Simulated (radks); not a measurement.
Q: Species: the erbium ion Er14+. Configuration: [Kr] 4d10 4f7 5s1. Method: scalar-relativistic Kohn-Sham, BLYP, spin-polarised, spherical densities, finite nucleus; open shells are filled with parallel spins first (spin-orbit coupling, left out, can overturn this in heavy ions); Fermi nuclear charge, rms radius 5.2516 fm; computed with a radial shooting solver on a logarithmic mesh with Libxc functionals. Some entries of the table are withheld. Estimate them.

| orbital | occ. | eigenvalue (eV) | <1/r> (bohr^-1) | <r^2> (bohr^2) |
|---|---|---|---|---|
| 1s up | 1 | -57672.45 | 77.54 | 0.0005679 |
| 1s down | 1 | -57672.29 | 77.54 | 0.0005679 |
| 2s up | 1 | -9940.947 | 18.05 | 0.008836 |
| 2s down | 1 | -9940.727 | 18.05 | 0.008835 |
| 2p up | 3 | -8828.909 | 16.67 | 0.007186 |
| 2p down | 3 | -8828.725 | 16.68 | 0.007186 |
| 3s up | 1 | -2464.524 | 6.655 | 0.05806 |
| 3s down | 1 | -2460.153 | 6.664 | 0.05793 |
| 3p up | 3 | -2126.114 | 6.218 | 0.05844 |
| 3p down | 3 | -2121.756 | 6.227 | 0.05828 |
| 3d up | 5 | -1701.654 | 5.893 | 0.04876 |
| 3d down | 5 | -1698.294 | 5.902 | 0.04858 |
| 4s up | 1 | -723.7457 | 2.851 | 0.2839 |
| 4s down | 1 | -715.0134 | 2.846 | 0.2843 |
| 4p up | 3 | -610.6067 | 2.624 | (1) |
| 4p down | 3 | -602.0597 | 2.619 | (2) |
| 4d up | 5 | -458.7301 | (3) | (4) |
| 4d down | 5 | -450.2972 | (5) | (6) |
| 5s up | 1 | -297.8926 | 1.316 | 1.194 |
| 5s down | 0 | -292.3540 | 1.297 | 1.223 |
| 4f up | 7 | -289.0615 | 1.990 | 0.4362 |
| 4f down | 0 | -280.5128 | 1.980 | 0.4447 |

A: 
(1) 4p up <r^2> (bohr^2): 0.3174
(2) 4p down <r^2> (bohr^2): 0.3180
(3) 4d up <1/r> (bohr^-1): 2.356
(4) 4d up <r^2> (bohr^2): 0.3619
(5) 4d down <1/r> (bohr^-1): 2.350
(6) 4d down <r^2> (bohr^2): 0.3634
